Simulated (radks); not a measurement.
Valence configurations of In (all share [Kr]). Calculated with a radial shooting solver on a logarithmic mesh with Libxc functionals: scalar-relativistic Kohn-Sham, PBE, spin-polarised, spherical densities, finite nucleus; open shells are filled with parallel spins first (spin-orbit coupling, left out, can overturn this in heavy ions); Fermi nuclear charge, rms radius 4.6156 fm. Energies are relative to 4d10 5s2 5p1; eigenvalues in eV for spin up.

| valence | E (eV) | moment (Bohr magnetons) | e(4d) | e(5p) | e(5s) |
|---|---|---|---|---|---|
| 4d10 5s2 5p1 | 0.000 | 1 | -18.604 | -2.779 | -8.443 |
| 4d10 5s1 5p2 | 4.609 | 3 | -20.044 | -3.749 | -9.782 |
| 4d10 5s0.5 5p2.5 | 7.647 | 3 | -20.770 | -4.073 | -10.194 |
| 4d9.5 5s2 5p1.5 | 8.327 | 2 | -21.553 | -3.486 | -9.632 |
| 4d10 5p3 | 10.727 | 3 | -21.471 | -4.381 | - |
| 4d9 5s2 5p2 | 17.547 | 3 | -24.467 | -4.151 | -10.749 |
| 4d9 5s1.5 5p2.5 | 20.015 | 4 | -25.088 | -4.585 | -11.333 |
| 4d9 5s1 5p3 | 22.232 | 5 | -25.654 | -4.961 | -11.858 |
| 4d8 5s1.5 5p3.5 | 42.280 | 5 | -30.985 | -5.719 | -13.302 |
| 4d8 5p5 | 55.182 | 3 | -33.020 | -6.168 | - |

NIST lists [Kr] 4d10 5s2 5p1 as the ground configuration; this level of theory agrees among the configurations tried. The energies are those of spherical high-spin densities, not of single terms.
